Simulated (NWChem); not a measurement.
System: C2H6O2Si, singlet; SMILES [Si](OC)OC

Input file for NWChem:

```
start job
memory heap 200 mb stack 900 mb global 1100 mb
geometry units angstroms noautosym nocenter noautoz
  Si     0.951231    -0.043101     0.382849
  O     -0.418599    -0.943843     0.016585
  C     -0.487834    -2.342369    -0.019406
  H      0.478410    -2.823224     0.224526
  H     -1.239316    -2.703436     0.701919
  H     -0.792700    -2.681151    -1.023242
  O      0.335097     1.487590     0.243071
  C     -0.944774     1.968734    -0.082092
  H     -1.328136     2.584977     0.747285
  H     -0.881146     2.608403    -0.977277
  H     -1.652879     1.148235    -0.276746
end
basis spherical
  * library pcsseg-1
end
dft
  xc pbe0
  iterations 150
end
property
  shielding 9 1 2 3 4 5 7 8 9 11
end
task dft property
```

NWChem printed, in part:

```
             Northwest Computational Chemistry Package (NWChem) 7.3.0
             --------------------------------------------------------

                             Geometry "geometry" -> ""
                             -------------------------

 Output coordinates in angstroms (scale by  1.889725989 to convert to a.u.)

  No.       Tag          Charge          X              Y              Z
 ---- ---------------- ---------- -------------- -------------- --------------
    1 Si                  14.0000     0.95123100    -0.04310100     0.38284900
    2 O                    8.0000    -0.41859900    -0.94384300     0.01658500
    3 C                    6.0000    -0.48783400    -2.34236900    -0.01940600
    4 H                    1.0000     0.47841000    -2.82322400     0.22452600
    5 H                    1.0000    -1.23931600    -2.70343600     0.70191900
    6 H                    1.0000    -0.79270000    -2.68115100    -1.02324200
    7 O                    8.0000     0.33509700     1.48759000     0.24307100
    8 C                    6.0000    -0.94477400     1.96873400    -0.08209200
    9 H                    1.0000    -1.32813600     2.58497700     0.74728500
   10 H                    1.0000    -0.88114600     2.60840300    -0.97727700
   11 H                    1.0000    -1.65287900     1.14823500    -0.27674600

 Effective nuclear repulsion energy (a.u.)     228.9529285261

                              NWChem Property Module
                              ----------------------

  itol2e modified to match energy
  convergence criterion.

                                 NWChem DFT Module
                                 -----------------

 Summary of "ao basis" -> "ao basis" (spherical)
 ------------------------------------------------------------------------------
       Tag                 Description            Shells   Functions and Types
 ---------------- ------------------------------  ------  ---------------------
 Si                         pcsseg-1                10       24   4s5p1d
 O                          pcsseg-1                 7       17   3s3p1d
 C                          pcsseg-1                 7       17   3s3p1d
 H                          pcsseg-1                 3        5   2s1p

  itol2e modified to match energy
  convergence criterion.

[...]

          -----------------------------------------
          Chemical Shielding Tensors (GIAO, in ppm)
          -----------------------------------------

                                NWChem CPHF Module
                                ------------------

  scftype          =     RHF
  nclosed          =       24
  nopen            =        0
  variables        =     2352
  # of vectors     =        3
  tolerance        = 0.10D-03
  level shift      = 0.00D+00
  max iterations   =       50
  max subspace     =       30

 SCF residual:    1.8295059739110201E-005

Iterative solution of linear equations
  No. of variables     2352
  No. of equations        3
  Maximum subspace       30
        Iterations       50
       Convergence  1.0D-04

   iter   nsub   residual    time
   ----  ------  --------  ---------
     1      3    7.81D-01      83.9
     2      6    5.97D-02      91.5
     3      9    2.59D-03     100.8
     4     12    8.58D-05     108.1

      Atom:    1  Si
        Diamagnetic
    877.6552      1.6826      1.0830
      1.6826    882.3675      0.5494
      1.0830      0.5494    873.8437

        Paramagnetic
   -456.8066    -81.6579     24.2137
    -81.6579   -790.8265    -24.1834
     24.2137    -24.1834   -548.4499

        Total Shielding Tensor
    420.8486    -79.9753     25.2967
    -79.9753     91.5410    -23.6340
     25.2967    -23.6340    325.3939

           isotropic =     279.2611
          anisotropy =     251.1416

          Principal Components and Axis System
                 1           2           3
              446.6889    319.1497     71.9449

      1         0.9432     -0.2506      0.2181
      2        -0.2285     -0.0125      0.9735
      3         0.2412      0.9680      0.0690

      Atom:    2  O
        Diamagnetic
    394.4844     11.6797      3.5790
     11.6797    417.2886      3.4892
      3.5790      3.4892    382.2158

        Paramagnetic
   -102.5566     68.5769    -11.1306
     68.5769   -589.6650     10.8783
    -11.1306     10.8783    -58.8755

        Total Shielding Tensor
    291.9277     80.2566     -7.5516
     80.2566   -172.3764     14.3676
     -7.5516     14.3676    323.3402

           isotropic =     147.6305
          anisotropy =     266.2177

          Principal Components and Axis System
                 1           2           3
              325.1090    304.1068   -186.3242

      1        -0.2504      0.9538     -0.1659
      2        -0.0124      0.1682      0.9857
      3         0.9681      0.2489     -0.0302

      Atom:    3  C
        Diamagnetic
    239.3348      1.6448      0.0539
      1.6448    260.2147      0.6972
      0.0539      0.6972    239.2318

        Paramagnetic
   -134.5794      6.7320     -4.1865
      6.7320    -81.3879      2.2163
     -4.1865      2.2163   -119.1273

        Total Shielding Tensor
    104.7555      8.3767     -4.1326
      8.3767    178.8269      2.9134
     -4.1326      2.9134    120.1045

           isotropic =     134.5623
          anisotropy =      67.9498

          Principal Components and Axis System
                 1           2           3
              179.8622    121.1368    102.6879

      1         0.1085     -0.2506      0.9620
      2         0.9933     -0.0125     -0.1153
      3         0.0409      0.9680      0.2475

      Atom:    4  H
        Diamagnetic
     31.2617     -6.0836      2.4688
     -6.0836     33.2252     -1.4225
      2.4688     -1.4225     22.0425

        Paramagnetic
     -5.0551      4.2831     -1.9324
      4.2831     -2.2152      1.0463
     -1.9324      1.0463      2.1361

[...]
```

Level: PBE0/pcSseg-1, GIAO. Low-valent species are run as closed-shell singlets; no triplet was tried in these runs. All runs use the structure optimised with PBE0/def2-SVP. The output numbers the shielded atoms by their place in the input's list. The printed shielding anisotropy is the first printed principal value minus the mean of the other two.
